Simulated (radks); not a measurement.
Values are calculated unless marked as measured or tabulated.
Spherical quantum dot in the effective-mass picture: electrons in a hard-walled sphere of radius 1.53, with a point charge +1 (a donor) at the centre, all in effective atomic units (hartree* = m*/eps^2 hartree, bohr* = eps/m* bohr), one dielectric constant everywhere. Level of theory: non-relativistic Kohn-Sham, PBEsol, spin-polarised, spherical densities (a radial shooting solver with Libxc functionals). Levels are named by radial order and angular momentum (1s, 1p, 1d, 2s, ...), and open shells are averaged over m.

N = 16, configuration 1s2 1p6 1d(up 5, down 3). This is the lowest configuration that the search found. Occupied and some empty levels:

level    occupation  eigenvalue (hartree*)  <r> (bohr*)
1s up             1                 15.088       0.8351
1s down           1                 15.155       0.8317
1p up             3                 16.922       0.9656
1p down           3                 17.004       0.9646
1d up             5                 19.352        1.034
1d down           3                 19.440        1.033
2s up             0                 20.785       0.7138
2s down           0                 20.825       0.7153
1f up             0                 22.402        1.081
1f down           0                 22.493        1.081
2p up             0                 25.481       0.8025
2p down           0                 25.534       0.8024

Energy (hartree*): total 173.880, kinetic 88.922, external -17.777, Hartree 117.91, exchange-correlation -15.177.
